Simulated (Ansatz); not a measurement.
C2H10Si3 can be A, `C1[SiH2]C[SiH2][SiH2]1`, or B, `C=C([SiH3])[SiH2][SiH3]`.

Isolated molecules relaxed with PBE0-D4/def2-TZVP in Ansatz; ΔE leaves out vibrations. CCSD(T)/CBS is the MP2 limit (def2-TZVPP, def2-QZVPP) plus CCSD(T) − MP2 in def2-TZVPP, frozen cores. DFT in def2-TZVPP. Each species was taken in one conformer, which may not be the lowest.

A:

```xyz
15

C     0.012    1.523    0.560
Si   -0.512   -0.047    1.450
C     0.411   -1.448    0.605
Si    0.259   -1.174   -1.260
Si   -0.052    1.162   -1.295
H     1.047    1.752    0.837
H    -0.602    2.383    0.834
H    -1.977   -0.246    1.260
H    -0.239    0.012    2.913
H     1.469   -1.387    0.884
H     0.046   -2.432    0.908
H    -0.927   -1.897   -1.795
H     1.460   -1.652   -1.999
H    -1.382    1.534   -1.851
H     0.987    1.916   -2.051
```

B:

```xyz
15

C    -1.404   -0.376    1.645
C    -0.860    0.104    0.522
Si   -0.718    1.950    0.289
Si   -0.224   -1.082   -0.775
Si    2.103   -0.913   -0.996
H    -1.511   -1.444    1.831
H    -1.774    0.275    2.435
H    -1.312    2.641    1.464
H     0.709    2.348    0.150
H    -1.425    2.374   -0.949
H    -0.596   -2.472   -0.385
H    -0.841   -0.775   -2.097
H     2.487    0.449   -1.456
H     2.601   -1.904   -1.989
H     2.764   -1.175    0.311
```

Which isomer does CCSD(T)/CBS put lower? Give the gap. (Best estimate.)

Ansatz gave: A, by 38.4 kcal/mol.

Give E(B) − E(A) in kcal/mol with ωB97M-V, CCSD/def2-TZVPP, PBE0-D4, HF/def2-TZVPP, r2SCAN-D4, MP2/def2-TZVPP, PBE-D4. (Estimate.)

Computed: ωB97M-V 40.3, CCSD/def2-TZVPP 37.3, PBE0-D4 42.4, HF/def2-TZVPP 30.8, r2SCAN-D4 40.6, MP2/def2-TZVPP 40.7, PBE-D4 39.6. None reverses the order clearly.

Largest T1 diagnostic: 0.013.

The D4 term adds +1.5 kcal/mol with B3LYP and +0.7 kcal/mol with PBE0; it sums over pairs of atoms, weighted by their polarisabilities, and B3LYP, whose exchange is more repulsive, gets the larger term. From PBE to PBE0 (25 % exact exchange), in def2-TZVPP and without D4, E(B) − E(A) moves by +3.1 kcal/mol.

B3LYP here is the variant with VWN-RPA as its local correlation; programs differ in this.
